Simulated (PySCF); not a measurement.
GaO, multiplicity 2. Atoms are numbered in the order given.

```xyz
2

Ga     0.0000     0.0000    -0.3510
O      0.0000     0.0000     1.3601
```
Charge 0, spin multiplicity 2.

Coordinates come from a PBE-D3(BJ)/def2-TZVPD optimisation.

Calculation: IEF-PCM-ωB97X/def2-TZVPD run with PySCF.

The values are the electrostatic part of the solvation free energy, E(continuum) − E(gas) at the gas-phase geometry, in a cavity of scaled van der Waals radii (PySCF's table); cavitation and dispersion terms are not included. A continuum can't describe solvent molecules that bind to the metal. The dipole moment in vacuum is 3.69 D.

Computed values in water (ε = 78.36), diethylether (ε = 4.24), 2-propanol (ε = 19.26):
| solvent | ε | ΔG(elec) (kcal/mol) | dipole (D) |
|---|---|---|---|
| water | 78.36 | -10.7 | 5.88 |
| diethylether | 4.24 | -6.8 | 5.08 |
| 2-propanol | 19.26 | -9.9 | 5.72 |
